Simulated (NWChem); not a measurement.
## Relativistic effects in HfO

SMILES: [O]=[Hf]
```xyz
2

Hf     0.0000     0.0000     0.1778
O      0.0000     0.0000    -1.6003
```
Charge 0, spin multiplicity 1.

All runs are NWChem calculations. The geometry was optimised at PBE/def2-SVP with def2 effective core potentials on Hf, a minimum by its harmonic frequencies.

Functional B3LYP, all-electron basis x2c-SVPall-2c, contracted for the X2C Hamiltonian and used here with ZORA. The ion keeps the geometry and has multiplicity 2 in the scalar run; the spin-orbit run starts from the same electron counts.

Costs are rough ratios of processor time within this set of runs, SCF included, with scalar ZORA as 1.

B3LYP has NWChem's definition, with VWN1-RPA local correlation. The structure started from a generated list of species. The stability of the SCF solutions was not checked.

```
Hamiltonian      ΔSCF ionisation energy (eV)  HOMO (eV)  LUMO (eV)  gap (eV)  relative cost
---------------  ---------------------------  ---------  ---------  --------  -------------
scalar ZORA                             8.81      -5.89      -3.01      2.89              1
spin-orbit ZORA                         5.32      -2.80       9.99     12.79        under 3
```

From scalar ZORA to spin-orbit ZORA the ionisation energy decreases by 3.49 eV.
